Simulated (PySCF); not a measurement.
What does the PBE0-D3(BJ)/def2-SVP structure of [TaOCl4]- (`[O]=[Ta-]([Cl])([Cl])([Cl])[Cl]`) look like in three dimensions? (Charge -1 and singlet state.)

```xyz
6
Cl4OTa angstrom
Ta    -0.0001   -0.0003    0.1102
O     -0.0015   -0.0075    1.8229
Cl     2.3185    0.0021   -0.4824
Cl    -0.0004    2.3214   -0.4707
Cl    -2.3173    0.0008   -0.4876
Cl     0.0009   -2.3165   -0.4924
```

Any rigid rotation of these coordinates is as good. Atoms count from 1 in this order. Ta1 (tantalum bonded to 4 Cl and O) is square pyramidal (τ5 = (β − α)/60° = 0.00 from the two widest angles, 151.4° and 151.2° (0 for a square pyramid, 1 for a trigonal bipyramid)). All 4 Cl–Ta bonds measure 2.393 Å.

Bonds between heavy atoms (Å): Ta1–O2 1.713, Ta1–Cl3 2.393, Ta1–Cl4 2.393, Ta1–Cl5 2.393, Ta1–Cl6 2.393.

The calculation used PySCF 2.14.0, PBE0-D3(BJ)/def2-SVP geometry optimisation, gas phase, def2 core potentials past Kr.

Point group: C4v (every atom within 0.08 Å of its image). PBE0-D3(BJ)/def2-SVP frequencies: not computed here. The geometry's basis has no diffuse functions, a weakness for an anion.

Hardware: an x86-64 server with one thread (shared host). Cost: 46 s. This is the geometry optimisation.
